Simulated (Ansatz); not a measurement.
Gas-phase reaction in SMILES: [CH3][Ge]([CH3])([F])[F] [difluoro(dimethyl)germane] → [CH3] (CH3) + [CH3][Ge]([F])[F] (the C-Ge bond at the site shown breaks; other sites are not compared here)
Geometries: B3LYP-D3(BJ)/def2-TZVP minima from Ansatz (a program for electronic structure).

Quantity: bond dissociation energy (electronic energy difference), in kcal/mol. Correlated levels leave the core frozen unless marked. UHF or UKS for open shells. No spin-orbit coupling. The frozen core is the preceding noble-gas configuration, with the filled d and f shells of earlier blocks. No relativistic terms. Basis-set limits of correlation are two-point, X^-3; Hartree-Fock from the larger set.

```csv
level,program,bond dissociation energy (kcal/mol)
PBE0/def2-SVP,Ansatz,___
PBE0-D4/def2-TZVPD,Ansatz + dftd4,85.4
SCS-MP2/STO-3G,Ansatz,106.0
CCSD/aug-cc-pVDZ,Ansatz,___
"CCSD(T)/CBS(aug-cc-pVTZ,aug-cc-pVQZ)",Ansatz,89.0
```

Task: What belongs in the gaps?

Result: 
- PBE0/def2-SVP, bond dissociation energy (kcal/mol): 87.3
- CCSD/aug-cc-pVDZ, bond dissociation energy (kcal/mol): 82.9
